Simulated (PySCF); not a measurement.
# Finite-field polarisability of He (helium, neutral)

1s2, closed-shell 1S. Computed with PySCF 2.14 in aug-cc-pVQZ-DK, with scalar relativity by spin-free X2C-1e. Frozen: nothing. Energy changes in a uniform field (μhartree):

```csv
axis,F (au),HF,MP2,CCSD,CCSD(T)
x,0.012,-95.163,-97.958,-99.677,-99.677
x,0.024,-380.900,-392.110,-399.005,-399.005
```

Task: Derive α along x at CCSD(T) from the two fields.

Result: With ΔE = −αF²/2 − γF⁴/24, α = −(16 ΔE(F) − ΔE(2F))/(6F²) = 1.384 bohr³.

Task: And the mean polarisability at each level?

Result: HF 1.321, MP2 1.360, CCSD 1.384, CCSD(T) 1.384 bohr³. Reference: 1.384 bohr³ (recommended; Schwerdtfeger and Nagle, table of static dipole polarizabilities (2023 update)).
